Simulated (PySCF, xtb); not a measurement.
CHNO, SMILES N=C=O (connectivity only; charge and spin as stated), charge +1, multiplicity 2.

The structure is a stationary point at ωB97X-D3(BJ)/def2-TZVP. The spin state was assumed, not searched.

These are C-PCM-B3LYP/def2-SVP run with PySCF values and carry that method's errors.

The values are the electrostatic part of the solvation free energy, E(continuum) − E(gas) at the gas-phase geometry, in a cavity of scaled van der Waals radii (PySCF's table); cavitation and dispersion terms are not included.

```tsv
solvent	ε	ΔG(elec) (kcal/mol)
water	78.36	…
toluene	2.37	-43.9
cyclohexanone	15.62	-71.3
```

Question: Some entries are withheld; supply them. (The exact figures need the calculation; the answer reports its results.)

Answer: 
- water, ΔG(elec) (kcal/mol): -75.3

For comparison, GFN2-xTB/ALPB(water) (xtb, at the GFN2-xTB geometry, all terms of that model) gives -75.1 kcal/mol.
